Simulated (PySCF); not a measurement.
Bonding in `N#C[C@@H]1CC[SiH2]C/C1=C/F`

Species: C7H10FNSi.
Numbering: `[N:1]#[C:2][C@@H:3]1[CH2:4][CH2:5][SiH2:6][CH2:7]/[C:8]1=[CH:9]/[F:10]` (hydrogens: H11 on C3; H12, H13 on C4; H14, H15 on C5; H16, H17 on Si6; H18, H19 on C7; H20 on C9)

Structure used (GFN2-xTB), in Å, numbered top down from 1:
```xyz
20
C7H10FNSi angstrom
N     -1.2716   -0.7505   -2.7355
C     -0.9316   -0.9265   -1.6582
C     -0.5057   -1.1398   -0.2952
C     -1.4064   -0.3388    0.6689
C     -1.4141    1.1574    0.3622
Si     0.3448    1.8811    0.3938
C      1.3458    0.5926   -0.6059
C      0.9504   -0.7633   -0.1398
C      1.8105   -1.5824    0.4462
F      1.4503   -2.7984    0.9155
H     -0.6254   -2.2085   -0.0772
H     -2.4223   -0.7382    0.6018
H     -1.0455   -0.5102    1.6857
H     -1.8632    1.3134   -0.6210
H     -2.0609    1.6608    1.0813
H      0.8572    1.9151    1.7687
H      0.4065    3.1960   -0.2424
H      2.4199    0.7341   -0.5005
H      1.0986    0.6966   -1.6637
H      2.8573   -1.3798    0.6122
```

Bond orders from the PBE0/pcSseg-1 density (PySCF). Isolated species at its GFN2-xTB geometry (one conformer only).

(1) Where do the orders between heavy atoms depart from those drawn in the SMILES?

(2) Set the Mayer orders of the bonds beside their lengths.

## Answers

(1) The largest departure is 0.127, at Si6–C7 (drawn single, 0.873). Drawn single, order below 0.88: Si6–C7 (0.873).

(2) 
```json
{"bond": "N1–C2", "drawn as": "triple", "length (Å)": "1.143", "Mayer order": "3.033"}
{"bond": "C2–C3", "drawn as": "single", "length (Å)": "1.444", "Mayer order": "0.970"}
{"bond": "C3–C4", "drawn as": "single", "length (Å)": "1.543", "Mayer order": "1.013"}
{"bond": "C4–C5", "drawn as": "single", "length (Å)": "1.527", "Mayer order": "1.031"}
{"bond": "C5–Si6", "drawn as": "single", "length (Å)": "1.902", "Mayer order": "0.911"}
{"bond": "Si6–C7", "drawn as": "single", "length (Å)": "1.914", "Mayer order": "0.873"}
{"bond": "C7–C8", "drawn as": "single", "length (Å)": "1.487", "Mayer order": "1.017"}
{"bond": "C8–C9", "drawn as": "double", "length (Å)": "1.324", "Mayer order": "1.882"}
{"bond": "C9–F10", "drawn as": "single", "length (Å)": "1.352", "Mayer order": "0.939"}
{"bond": "C8–C3", "drawn as": "single", "length (Å)": "1.512", "Mayer order": "0.972"}
{"bond": "C3–H11", "drawn as": "single", "length (Å)": "1.097", "Mayer order": "0.916"}
{"bond": "C4–H12", "drawn as": "single", "length (Å)": "1.094", "Mayer order": "0.945"}
{"bond": "C4–H13", "drawn as": "single", "length (Å)": "1.092", "Mayer order": "0.944"}
{"bond": "C5–H14", "drawn as": "single", "length (Å)": "1.092", "Mayer order": "0.933"}
{"bond": "C5–H15", "drawn as": "single", "length (Å)": "1.090", "Mayer order": "0.947"}
{"bond": "Si6–H16", "drawn as": "single", "length (Å)": "1.468", "Mayer order": "0.955"}
{"bond": "Si6–H17", "drawn as": "single", "length (Å)": "1.462", "Mayer order": "0.951"}
{"bond": "C7–H18", "drawn as": "single", "length (Å)": "1.088", "Mayer order": "0.946"}
{"bond": "C7–H19", "drawn as": "single", "length (Å)": "1.091", "Mayer order": "0.918"}
{"bond": "C9–H20", "drawn as": "single", "length (Å)": "1.079", "Mayer order": "0.976"}
```

By pair of heavy elements: C–C: lowest C2–C3 and C8–C3 (0.970, 1.444 Å), highest C8–C9 (1.882, 1.324 Å); in 5 of the 15 pairs the longer bond (by over 0.003 Å) has the higher order (by 0.02 or more). C–Si: lowest Si6–C7 (0.873, 1.914 Å), highest C5–Si6 (0.911, 1.902 Å). Bonds named together lie within 0.004.

Problem. Sum the orders of all bonds at each heavy atom with more than one neighbour and set the sums beside the valence in the SMILES.

Solution. C2 4.003 (drawn 4), C3 3.871 (drawn 4), C4 3.933 (drawn 4), C5 3.822 (drawn 4), Si6 3.690 (drawn 4), C7 3.754 (drawn 4), C8 3.871 (drawn 4), C9 3.797 (drawn 4). Orders between atoms that aren't bonded are not in these sums.

The Mayer order sums products of elements of PS (density times overlap matrix) between the two atoms' basis functions, so it depends on the basis set.

The run behind these numbers computed NMR shieldings as well. Hardware: one thread of an Arm Neoverse N1, no GPU, on a shared host. Cost: 2.1 min (grids of density and orbitals included), 1.1 GiB resident at most.
